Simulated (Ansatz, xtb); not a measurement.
**B3FH5N3S: 3 structures ranked**

3 gas-phase structures of B3FH5N3S, from a drawn sample of its isomers (lower ones may exist). Each was relaxed with GFN2-xTB:

A. `FB1NBNB(S)N1`, a singlet
B. `FB1NBN(S)BN1`, a singlet
C. `FB1NBNBN1S`, a singlet

Q: Which do you expect lowest at r2SCAN-D4/def2-SVP, and how would the others follow?

A: Calculated order at r2SCAN-D4/def2-SVP: A (0.0), B (190.2), C (196.7) kJ/mol.

Energies above the lowest of each column, in kJ/mol; the last columns are at PBE-D3(BJ)/def2-SVP geometries:

```csv
structure,GFN2-xTB,HF/STO-3G,r2SCAN-D4/def2-SVP,PBE-D3(BJ)/def2-SVP,CCSD(T)/def2-SVP + ΔMP2/def2-TZVPP
A,0.0,0.0,0.0,0.0,0.0
B,95.6,136.2,190.2,181.4,168.9
C,99.5,140.6,196.7,182.3,171.6
```

Every level run on A puts it lowest or level with the lowest. Flexible structures stand in one conformer each, not always the lowest. ΔMP2 is the change of the MP2 energy from the smaller to the larger basis.

Programs: Ansatz 0.2.0, xtb 6.7.1.
